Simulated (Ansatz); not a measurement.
The C3–H4 bond of CH4Be (SMILES [BeH][CH3]) is stretched (multiplicity 1, the rest rigid).
Geometry at rest (charge 0, multiplicity 1):
```xyz
6

Be    -0.9385    -0.4948    -0.1342
H     -2.1072    -1.1109    -0.3012
C      0.5312     0.2800     0.0759
H      1.0155    -0.0062     1.0158
H      0.4218     1.3697     0.0949
H      1.2371     0.0463    -0.7283
```

Cores are frozen in the correlated methods.

Codes used: Ansatz (Gaussian basis) for Hartree–Fock, density functionals and correlated methods. Each number belongs to the level named beside it.

Energies above the point at 1.095 Å (the B3LYP-D3(BJ) bond length), FIC-MRCISD+Q on CASSCF(2,2)/cc-pVTZ (kcal/mol): 5.54 at 0.986 Å; 3.66 at 1.205 Å; 110.44 at 3.505 Å.

Q: Take the last value as the depth D of a Morse curve D(1 − e^(−a(R − R₀)))², fit a and R₀ to the two near points, and test it at 1.479 and 1.917 Å.

A: 
With D = 110.4, both near points (counted from the curve's value at 1.095 Å) are met by a = 1.84 Å⁻¹ and R₀ = 1.096 Å, so k = 2Da² = 746 kcal/(mol Å²). The curve then gives 28.2 and 67.0 kcal/mol; the level itself gives 28.2 and 69.2, so Morse is off by 0.0 and -2.2.

Ansatz is an electronic-structure program.
